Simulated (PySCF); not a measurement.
## The 5-electron isoelectronic series, spin-free X2C

All values are computed (PySCF 2.14, energy differences of UHF-based or UKS calculations, no spin-orbit coupling). Each ion has its own even-tempered basis scaled to its charge (19s12p5d5f4g for the first); frozen: nothing. Ionisation energies in eV.

```
  ion      configuration      UHF      LDA      PBE     PBE0   r2SCAN  MP2 (all electrons)  NIST (with spin-orbit, Breit and QED)
Cs⁵⁰⁺  [He] 2s2 2p1 (2P)   9368.1   9361.0   9369.4   9369.3   9371.9               9367.4                           9629 ± 4 (t)
La⁵²⁺  [He] 2s2 2p1 (2P)  10121.4  10113.9  10122.8  10122.6  10125.3              10120.8                          10426 ± 4 (t)
Ce⁵³⁺  [He] 2s2 2p1 (2P)  10509.7  10502.0  10511.1  10511.0  10513.8              10509.1                          10840 ± 5 (t)
Pr⁵⁴⁺  [He] 2s2 2p1 (2P)  10905.9  10898.0  10907.4  10907.2  10910.1              10905.4                          11262 ± 5 (t)
Nd⁵⁵⁺  [He] 2s2 2p1 (2P)  11310.0  11301.9  11311.5  11311.3  11314.2              11309.5                          11694 ± 5 (t)
Pm⁵⁶⁺  [He] 2s2 2p1 (2P)  11722.1  11713.8  11723.6  11723.4  11726.4              11721.6                          12136 ± 5 (t)
Sm⁵⁷⁺  [He] 2s2 2p1 (2P)  12142.1  12133.7  12143.7  12143.5  12146.5              12141.7                          12588 ± 6 (t)
Eu⁵⁸⁺  [He] 2s2 2p1 (2P)  12570.2  12561.6  12571.8  12571.6  12574.7              12569.8                          13050 ± 6 (t)
Gd⁵⁹⁺  [He] 2s2 2p1 (2P)  13006.4  12997.6  13008.0  13007.8  13011.0              13006.0                          13521 ± 7 (t)
```

(1) Interpolate the row of Ba⁵¹⁺.

Each ion has its own basis, which adds noise of up to about 0.1 % along the series.

NIST values marked (s) are semi-empirical, (t) theoretical. Open shells are high-spin determinants of the terms that Hund's rules give.

MP2 underrates the 2s², 2p² near-degeneracy of four-electron ions.

Spin-orbit coupling of the open shells is absent from the calculated values and included in NIST's; it grows fast with Z.

Results:

(1) configuration [He] 2s2 2p1 (2P); UHF 9740.8; LDA 9733.5; PBE 9742.2; PBE0 9742.1; r2SCAN 9744.7; MP2 (all electrons) 9740.2; NIST (with spin-orbit, Breit and QED) 10023 ± 4 (t).
